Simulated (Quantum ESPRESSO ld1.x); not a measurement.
Neutral thulium, configuration [Xe] 4f11 5d1 6s2 6p1 (not the ground configuration).

All-electron calculation, scalar-relativistic Kohn-Sham, LDA (Slater exchange, Perdew-Wang correlation), spin-polarised, spherical densities, point nucleus; open shells are filled with parallel spins first. Program: ld1.x of Quantum ESPRESSO 7.5.

Energy parts (eV):
part                     energy
total                 -368944.2
kinetic                400986.2
electron-nucleus      -905946.3
Hartree                143521.0
exchange-correlation    -7505.1

Orbitals (lengths in bohr, moments of r in powers of bohr; r(max) is where P^2 peaks; r(90%) holds 90 % of the orbital's charge):
| orbital | occ. | eigenvalue (eV) | <r^2> | r(max) | r(90%) | <r^4> |
|---|---|---|---|---|---|---|
| 1s up | 1 | -59256.5 | 0.0005490 | 0.013 | 0.0363 | 8.092e-07 |
| 1s down | 1 | -59256.5 | 0.0005490 | 0.013 | 0.0363 | 8.092e-07 |
| 2s up | 1 | -10014.3 | 0.008525 | 0.072 | 0.132 | 0.0001251 |
| 2s down | 1 | -10014.2 | 0.008525 | 0.072 | 0.132 | 0.0001251 |
| 2p up | 3 | -8847.26 | 0.006950 | 0.059 | 0.123 | 0.00009553 |
| 2p down | 3 | -8847.17 | 0.006950 | 0.059 | 0.123 | 0.00009552 |
| 3s up | 1 | -2266.85 | 0.05593 | 0.203 | 0.324 | 0.004714 |
| 3s down | 1 | -2265.35 | 0.05590 | 0.203 | 0.324 | 0.004707 |
| 3p up | 3 | -1913.54 | 0.05637 | 0.200 | 0.330 | 0.004988 |
| 3p down | 3 | -1912.04 | 0.05632 | 0.200 | 0.330 | 0.004980 |
| 3d up | 5 | -1476.33 | 0.04695 | 0.164 | 0.311 | 0.003900 |
| 3d down | 5 | -1475.15 | 0.04689 | 0.164 | 0.311 | 0.003890 |
| 4s up | 1 | -462.670 | 0.2790 | 0.463 | 0.714 | 0.1131 |
| 4s down | 1 | -459.741 | 0.2791 | 0.463 | 0.714 | 0.1133 |
| 4p up | 3 | -346.184 | 0.3160 | 0.486 | 0.767 | 0.1493 |
| 4p down | 3 | -343.317 | 0.3163 | 0.486 | 0.767 | 0.1497 |
| 4d up | 5 | -191.453 | 0.3739 | 0.501 | 0.853 | 0.2270 |
| 4d down | 5 | -188.661 | 0.3748 | 0.501 | 0.854 | 0.2284 |
| 5s up | 1 | -65.8713 | 1.592 | 1.07 | 1.71 | 3.749 |
| 5s down | 1 | -64.2779 | 1.604 | 1.07 | 1.72 | 3.808 |
| 5p up | 3 | -37.4429 | 2.197 | 1.21 | 2.04 | 7.491 |
| 5p down | 3 | -36.0684 | 2.219 | 1.22 | 2.05 | 7.649 |
| 4f up | 7 | -21.3387 | 0.6562 | 0.486 | 1.21 | 1.114 |
| 4f down | 4 | -18.7408 | 0.6754 | 0.490 | 1.22 | 1.208 |
| 6s up | 1 | -6.7276 | 12.65 | 2.87 | 4.91 | 248.8 |
| 5d up | 1 | -5.9651 | 6.080 | 1.69 | 3.57 | 73.22 |
| 6s down | 1 | -5.9066 | 13.20 | 2.89 | 5.03 | 275.3 |
| 5d down | 0 | -4.9545 | 6.370 | 1.71 | 3.67 | 82.78 |
| 6p up | 1 | -2.5820 | 24.03 | 3.83 | 6.85 | 946.1 |
| 6p down | 0 | -1.9805 | 27.00 | 3.92 | 7.33 | 1241 |

The highest occupied level is 6p up at -2.582 eV. The configuration is held as typed, so some empty levels lie below it. Spin moment in Bohr magnetons: 5.
